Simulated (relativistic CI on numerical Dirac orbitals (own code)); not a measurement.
**Hyperfine structure of Cu19+, mass number 63**

Computed by Dirac-Coulomb-Breit CI, separate exchange-only KLI orbitals for each configuration, QED by a radiative potential, unscaled Slater integrals (own radial code, finite nucleus).

CI space (outside the closed core 1s2): 2s2 2p6, 2s2 2p5 3s, 2s2 2p5 3p, 2s2 2p5 3d, 2s 2p6 3s, 2s 2p6 3p, 2s 2p6 3d, 2s2 2p5 4s, 2s2 2p5 4p, 2s2 2p5 4d, 2s2 2p5 4f, 2s 2p6 4s, 2s2 2p4 3s2, 2s 2p6 4p, 2s 2p6 4d, 2s2 2p4 3s 3p. Levels of other configurations are missing.

Nuclear spin I = 3/2, μ = 2.2259 μN, Q = -0.22 b (tables of Stone and Pyykkö). The electronic factors are computed for point nuclear moments, without core polarisation or the Bohr-Weisskopf and QED corrections.

```tsv
Level	E (eV)	A (GHz)	B (GHz)
2s2 2p5 3s 3P°_2	962.98	98.27	15
2s2 2p5 3s 1P°_1	965.36	11.72	5.47
2s2 2p5 3s 3P°_1	985.16	260.9	2.03
2s2 2p5 3p 3D_2	1002.96	58.24	14.8
2s2 2p5 3p 3D_3	1006.30	33.75	11.6
2s2 2p5 3p 1P_1	1007.35	44.07	0.837
2s2 2p5 3p 3P_2	1009.84	33.73	0.589
2s2 2p5 3p 3D_1	1023.00	178.8	-0.583
```

Levels with J = 0, under 50 % of one LS term, or S terms without an open s electron are left out. Small factors come from cancelling terms and can be off by tens of per cent or more.

At this charge energies of transitions that change n are usually good to better than 1 %, and those within a shell (Δn = 0) to a few per cent.

**Question.** Give the hyperfine levels of 2s2 2p5 3s 3P°_2 relative to its centre of gravity.

**Answer.** With K = F(F + 1) − I(I + 1) − J(J + 1), E = AK/2 + B[¾K(K + 1) − I(I + 1)J(J + 1)]/[2I(2I − 1)J(2J − 1)]: F = 1/2: -429.1, F = 3/2: -294.8, F = 5/2: -58.54, F = 7/2: 298.6 GHz.

LS names give the leading component of a level, which can be under half, so a name can repeat, a term be missing and a line seem to break the LS rules.
